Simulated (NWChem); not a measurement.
**Converging the integration grid for SiHBr (SMILES [SiH]Br)**

The species is SiHBr (3 atoms), meant as a singlet with charge 0. SMILES: `[SiH]Br`. The coordinates come from a PBE0-D4/def2-TZVP relaxation. The run starts from this shape.

```jsonl
{"atom": "Si", "x (Å)": "0.0705", "y (Å)": "-1.5679", "z (Å)": "0.0000"}
{"atom": "Br", "x (Å)": "0.0132", "y (Å)": "0.6761", "z (Å)": "0.0000"}
{"atom": "H", "x (Å)": "-1.4497", "y (Å)": "-1.7127", "z (Å)": "0.0000"}
```

Program: NWChem 7.3.0. Method: M06-2X/def2-SVP. Swept: integration grid. Watched: the total energy. Each run: an optimisation. Hardware: 1 thread of Intel Xeon Platinum 8488C (Sapphire Rapids), shared host.

The last row is the best point of the sweep, not the limit.

Problem. The candidates, from coarse to fine: xcoarse; coarse; medium; fine; xfine. Estimate which is the coarsest that holds the total energy within 0.01 mEh of the last.

Solution. medium: it is 0.002 mEh off and takes 28 s, against 36 s for xfine.

| integration grid | energy (Eh) | from the best (mEh) | wall time |
| --- | --- | --- | --- |
| xcoarse | -2863.854593 | +0.261 | 23 s |
| coarse | -2863.854816 | +0.037 | 24 s |
| medium | -2863.854856 | -0.002 | 28 s |
| fine | -2863.854854 | -0.001 | 29 s |
| xfine | -2863.854853 | 0.000 | 36 s |
